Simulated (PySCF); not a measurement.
PySCF input for CH5Ge, SMILES [CH2][GeH3], multiplicity 2, C-PCM-M06-2X/def2-SVP. Geometry: PBE-D3(BJ)/def2-TZVP. The isomer is the one that the SMILES or the coordinates give; other isomers of the formula were not compared.

```python
import numpy as np
from pyscf import gto, scf, dft
from pyscf.solvent import pcm

mol = gto.M(
    atom='''
    C     1.56873299   -0.18790439    0.00515701
    Ge   -0.34516870    0.04221659   -0.00194762
    H     2.25360842    0.66103860    0.02074338
    H     2.02870448   -1.17759047    0.01012271
    H    -0.96040632   -0.41948386    1.34707796
    H    -0.69947300    1.53011527   -0.22682074
    H    -0.98943303   -0.81758397   -1.11974155
    ''',
    basis='def2-SVP',
    charge=0,
    spin=1,
    max_memory=1600,
    verbose=3,
)
mf = dft.UKS(mol, xc='m06-2x').density_fit(auxbasis='def2-universal-jkfit')
mf.grids.level = 4
mf.conv_tol = 1e-9
mf.max_cycle = 100
mf.kernel()
fine, coarse = mf.grids, dft.Grids(mol).set(level=1).build(with_non0tab=True)
for _ in range(3):  # follow internal instabilities
    mf.grids = coarse
    mo, _, stable, _ = mf.stability(return_status=True, nroots=4)
    mf.grids = fine
    if stable:
        break
    mf.kernel(mf.make_rdm1(mo, mf.mo_occ))
res = {}
for name, eps in {'water': 78.355, 'benzene': 2.2706, 'diethylether': 4.24}.items():
    s = mf.PCM()
    s.with_solvent.method, s.with_solvent.eps, s.with_solvent.lebedev_order = 'C-PCM', eps, 29
    s.kernel(mf.make_rdm1())
    res[name] = (s.e_tot, eps, s.dip_moment(), s.mo_energy, s.converged)
    print(f'{name}: electrostatic solvation free energy {(s.e_tot - mf.e_tot) * 627.509474:.3f} kcal/mol')
```

Program output:

```

WARN: HOMO -0.190160435710104 >= LUMO -0.190160435710105

converged SCF energy = -2117.7152805321  <S^2> = 0.75557128  2S+1 = 2.0055635
<class 'pyscf.df.df_jk.DFUKS'> wavefunction is stable in the internal stability analysis

WARN: PCM is an experimental feature. It is still in testing.
Features and APIs may be changed in the future.

converged SCF energy = -2117.71621135702  <S^2> = 0.75549521  2S+1 = 2.0054877
Dipole moment(X, Y, Z, Debye):  0.72653, -0.05395,  0.00093
water: electrostatic solvation free energy -0.584 kcal/mol

WARN: PCM is an experimental feature. It is still in testing.
Features and APIs may be changed in the future.

converged SCF energy = -2117.71579122044  <S^2> = 0.75553046  2S+1 = 2.0055228
Dipole moment(X, Y, Z, Debye):  0.65134, -0.04964,  0.00179
benzene: electrostatic solvation free energy -0.320 kcal/mol

WARN: PCM is an experimental feature. It is still in testing.
Features and APIs may be changed in the future.

converged SCF energy = -2117.71598854966  <S^2> = 0.75551353  2S+1 = 2.0055059
Dipole moment(X, Y, Z, Debye):  0.68524, -0.05167,  0.00144
diethylether: electrostatic solvation free energy -0.444 kcal/mol
```

Self-consistency was reached.

Cost: roughly 80 core-seconds.
